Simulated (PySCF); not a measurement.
Computed shifts of a molecule CH8FNSi2, PBE/pcSseg-1 run with PySCF, GIAO, gas phase, equivalent atoms averaged, in ppm (number of nuclei): ¹³C: -8.5 (1). ²⁹Si: -1.0 (1), -79.8 (1). ¹⁵N: 52.4 (1). ¹⁹F: -165.2 (1). ¹H: 5.62 (1), 4.07 (2), 2.13 (1), 1.62 (1), 0.49 (3). References: ¹³C against TMS (σ = 182.0 ppm); ²⁹Si against TMS (σ = 335.4 ppm); ¹⁵N against NH3 (σ = 267.0 ppm); ¹⁹F against CFCl3 (σ = 133.6 ppm); ¹H against TMS (σ = 31.49 ppm), references at their B3LYP-D3(BJ)/def2-TZVP geometries, non-relativistic. Geometry optimised at B3LYP-D3(BJ)/def2-SVP. Other conformers were not sampled.

Question: Which molecule gave these data?
A. NC[SiH2][SiH2]F
B. N[Si@H]([SiH3])CF
C. N[C@H]([SiH3])[SiH2]F
D. C[SiH2][Si@@H](N)F

Answer: D, C[SiH2][Si@@H](N)F
